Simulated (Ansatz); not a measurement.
Ansatz (a program for electronic structure) input:

Ansatz 0.2 input:
```yaml
crystal:
  periodic: [false, false, false]
  atoms:
    - {symbol: Si, position_ang: [-0.07378694, -0.08564758, 0.14609279]}
    - {symbol: C, position_ang: [1.49730711, -0.94752487, -0.49502644]}
    - {symbol: C, position_ang: [-1.07459736, 0.31827989, -1.45216833]}
    - {symbol: N, position_ang: [-0.75242336, -1.02717729, 1.32085553]}
    - {symbol: N, position_ang: [0.47966914, 1.58037693, 0.56999262]}
    - {symbol: H, position_ang: [2.21249321, -1.07475014, 0.32283302]}
    - {symbol: H, position_ang: [1.98392050, -0.36390307, -1.28274161]}
    - {symbol: H, position_ang: [1.26377533, -1.94137636, -0.88779271]}
    - {symbol: H, position_ang: [-2.00980388, 0.83327768, -1.20401892]}
    - {symbol: H, position_ang: [-1.34235138, -0.60680990, -1.97127102]}
    - {symbol: H, position_ang: [-0.51619253, 0.95095414, -2.15313864]}
    - {symbol: H, position_ang: [-1.60906696, -0.67853294, 1.74317195]}
    - {symbol: H, position_ang: [0.57959754, 1.67662494, 1.57439476]}
    - {symbol: H, position_ang: [-0.15633386, 2.30665412, 0.26049587]}
basis:
  gaussian:
    orbitals: def2-TZVPD
hamiltonian:
  xc: {name: PBE}
total_charge: -1
output: {forces: true}
```

### Question
Which total energy does the run end on?

### Answer
-480.39006 Eh (PBE/def2-TZVPD). The basis has 272 functions.

It need not be the lowest isomer of its formula. Whether it binds its extra electron was not tested at this geometry.
